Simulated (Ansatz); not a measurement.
## Energy profile

The step: SiHCl₂F ([F][SiH]([Cl])[Cl]) + HCl → SiHCl₃ ([Cl][SiH]([Cl])[Cl]) + HF; bonds formed: Si1–Cl7, F2–H6; bonds broken: Si1–F2, H6–Cl7 (atoms numbered as in the saddle structure below).

```
7
angstrom
Si -0.5161 0.0294 0.0260
F 0.7577 -1.0791 0.7742
Cl -1.4309 0.6349 -1.7166
Cl -0.5047 1.5445 1.3723
H -1.4784 -1.0087 0.4220
H 1.5586 -0.5819 0.1216
Cl 1.6137 0.4610 -0.9996
```

Electronic energies by CCSD(T) at an estimated basis limit (MP2 extrapolated from triple and quadruple zeta, plus CCSD(T) − MP2 in triple zeta), on PBE0-D4/def2-TZVP structures; SiH2Cl3F, closed shell; no counterpoise correction. Program: Ansatz 0.2.0. Basis: def2-TZVPP and def2-QZVPP. Cores are frozen in the correlated methods. Extrapolation: Hartree–Fock as exp(−7.88 √X), correlation as X^−2.97.

Problem. Give the profile in kcal/mol, counted from the separated reactants. (Judge from chemistry; the value comes from the calculation.)

Solution. The calculation gives:
```tsv
point	kcal/mol
separated: SiHCl2F (linked as [F][SiH]([Cl])[Cl]; Si1, F2, Cl3, Cl4, H5; singlet) + HCl (H6, Cl7; singlet)	0.00
start structure	-2.06
saddle	41.97
end structure	8.63
separated: SiHCl3 (linked as [Cl][SiH]([Cl])[Cl]; Si1, Cl3, Cl4, H5, Cl7; singlet) + HF (F2, H6; singlet)	10.87
```

The T1 diagnostic stays at or below 0.011.

For scale, one of the runs: CCSD(T)/def2-TZVPP, 227 basis functions, launched by `ansatz run in.yaml --threads 4 --pin off --events-out ev --progress --plain --max-ram 9574MiB`. The run took 3.6 min on 4 CPU threads of an AMD EPYC (shared host), with 3.4 GiB of host memory at its peak.
